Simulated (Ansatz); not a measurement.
Consider the ligand exchange at the Si–O bond: `OC(O)(F)O[SiH3]` + `C=C[SiH](C)O` → `C=C[SiH](C)O[SiH3]` + `OC(O)(O)F`.

Gas-phase electronic energies from Ansatz, PBE0-D4/def2-TZVP geometries. CCSD(T)/CBS adds triple-zeta CCSD(T) − MP2 to the extrapolated MP2 energy (def2 sets, frozen cores). Functionals use def2-TZVPP. B3LYP here is the variant with VWN-RPA as its local correlation; programs differ in this. One conformer a species, not always the lowest.

`OC(O)(F)O[SiH3]`:

Z-matrix (Å, degrees):
```
C
O 1 1.368
F 1 1.363 2 104.8
O 1 1.379 2 113.5 3 -118.1
O 1 1.355 2 111.5 3 119.4
H 2 0.962 1 107.4 3 -163.4
H 4 0.963 1 108.2 2 57.4
Si 5 1.673 1 123.9 2 162.0
H 8 1.480 5 103.7 1 164.6
H 8 1.481 5 110.8 1 -77.4
H 8 1.481 5 110.7 1 45.6
```

`C=C[SiH](C)O`:

Z-matrix (Å, degrees):
```
Si
C 1 1.862
O 1 1.652 2 110.3
C 1 1.866 2 109.5 3 -123.9
H 1 1.486 2 110.4 3 115.1
C 2 1.331 1 123.2 3 -7.5
H 2 1.090 1 119.0 3 172.0
H 3 0.958 1 117.1 2 -66.5
H 4 1.094 1 110.4 2 -59.8
H 4 1.093 1 111.4 2 59.7
H 4 1.092 1 110.9 2 -179.4
H 6 1.087 2 122.5 1 179.4
H 6 1.087 2 121.4 1 -1.2
```

`C=C[SiH](C)O[SiH3]`:

```xyz
16

C     1.141   -2.032   -0.112
C    -0.111   -1.711   -0.428
Si   -0.813   -0.005   -0.224
C    -1.308    0.728   -1.858
O     0.321    0.959    0.469
Si    0.949    1.463    1.887
H     1.831   -1.298    0.294
H     1.534   -3.037   -0.241
H    -0.753   -2.495   -0.831
H    -2.001   -0.072    0.677
H    -0.442    0.816   -2.518
H    -2.050    0.097   -2.354
H    -1.743    1.721   -1.725
H     0.013    1.177    3.007
H     2.235    0.764    2.144
H     1.197    2.925    1.814
```

`OC(O)(O)F`:

```xyz
8

O     0.422   -1.058   -0.772
C    -0.156    0.010   -0.156
O    -1.047   -0.510    0.732
O     0.757    0.875    0.421
F    -0.799    0.794   -1.070
H     1.053   -0.710   -1.411
H    -1.473    0.232    1.174
H     1.242    0.367    1.080
```

```tsv
level	ΔE (kcal/mol)	difference from CCSD(T)/CBS
r2SCAN-D4	-5.1	0.2
PBE0-D4	-5.5	-0.2
B3LYP-D4	-5.6	-0.3
PBE	-4.5	0.8
r2SCAN	-4.9	0.4
B3LYP	-5.0	0.3
SCS-MP2/def2-TZVPP	-5.4	-0.1
SCS-MP2/def2-QZVPP	-5.5	-0.2
HF/CBS(def2)	-6.5	-1.2
MP2/CBS(def2)	-5.3	0.0
CCSD(T)/CBS	-5.3	0
```

Largest T1 diagnostic among the species: 0.012.

In def2-TZVPP, CCSD(T) changes the Hartree–Fock value by +1.0 kcal/mol (the triples alone add +0.2 kcal/mol) and MP2 by +1.1 kcal/mol.
